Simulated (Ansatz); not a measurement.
`CCB(F)Cl` + H₂Se → `FB(Cl)[SeH]` + ethane at 298.15 K and 1 bar (ligand exchange at a B–C bond).

Isolated molecules relaxed with PBE0-D4/def2-TZVP in Ansatz; ΔE leaves out vibrations. CCSD(T)/CBS is the MP2 limit (def2-TZVPP, def2-QZVPP) plus CCSD(T) − MP2 in def2-TZVPP, frozen cores. This one scheme is used for every species. For Se outer-core shells are correlated without core-valence functions, which leaves a few kJ/mol of doubt a bond. Scalar relativity is left out up to krypton. One conformer a species, not always the lowest.

| species | CCSD(T)/CBS energy (Eh) | H − E (kJ/mol) | S (J/(mol·K)) |
| --- | --- | --- | --- |
| `CCB(F)Cl` | -663.59538 | 211.7 | 335.7 |
| H₂Se | -2401.89790 | 45.8 | 219.1 |
| `FB(Cl)[SeH]` | -2985.79275 | 58.7 | 313.0 |
| `CC` | -79.71954 | 207.7 | 227.7 |

H − E and S are ideal-gas, rigid-rotor, harmonic terms from PBE0-D4/def2-TZVP, for one conformer and one mirror image of each species. 1 Eh = 2625.50 kJ/mol, R = 8.31446 J/(mol·K).

Question: By hand: ΔE, ΔH, ΔS and ΔG.

Answer: ΔE = (-2985.79275) + (-79.71954) − (-663.59538) − (-2401.89790) = -0.01901 Eh = -49.9 kJ/mol. Δ(H − E) = 58.7 + 207.7 − 211.7 − 45.8 = 8.9, so ΔH = -41.0 kJ/mol. ΔS = 313.0 + 227.7 − 335.7 − 219.1 = -14.1 J/(mol·K). ΔG = -41.0 − 298.15 × (-14.1)/1000 = -36.8 kJ/mol.

Question: By hand: the equilibrium constant, and the temperature at which ΔG would vanish if ΔH and ΔS stayed fixed.

Answer: log₁₀ K = −ΔG/(RT ln 10) = 6.4. ΔG = 0 at ΔH/ΔS = 2908 K, far beyond where these terms or the molecules hold.

The number of gas molecules stays the same, so ΔS is small and ΔH decides. A doubt of 5 kJ/mol in ΔE shifts log₁₀ K by 0.9 here. Other conformers and mirror images would add mixing entropy, several J/(mol·K) or more a flexible species. Modes under 60 cm⁻¹, often nearly free rotors, make the harmonic entropy too high. These are equilibria of isolated gas molecules and say nothing of rates. Largest T1 diagnostic: 0.011 (customary marks: 0.02 for closed shells, 0.045 for open ones).
